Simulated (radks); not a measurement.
Values are calculated unless marked as measured or tabulated.
Exchange energies: the exact (Fock) value of the Kohn-Sham orbitals and density-functional approximations, as 100 (|E| - |E exact|)/|E exact|, negative where the magnitude is too small. Species: Ta62+ [Ne] 3s1; Zr38+ [He]. Level of theory: non-relativistic Kohn-Sham, exchange-only B88, spin-polarised, spherical densities, point nucleus (a radial shooting solver on a logarithmic mesh with Libxc functionals). Every spin shell is full or empty, so the densities are truly spherical. Functionals are evaluated on that one density, not self-consistently.

| functional | Ta62+ | Zr38+ |
|---|---|---|
| exact (hartree) | -126.034 | -24.7684 |
| LDA | -7.81 | -14.21 |
| B88 | -0.21 | -0.84 |
| PBE | -0.82 | -2.06 |
| PW86 | +0.04 | -0.32 |
| WC | -1.74 | -4.01 |
| B86b | -0.21 | -1.11 |
| G96 | +0.02 | -0.38 |
| TPSS | -0.09 | +0.02 |
| SCAN | +0.19 | +0.02 |
| r2SCAN | -0.12 | +0.02 |
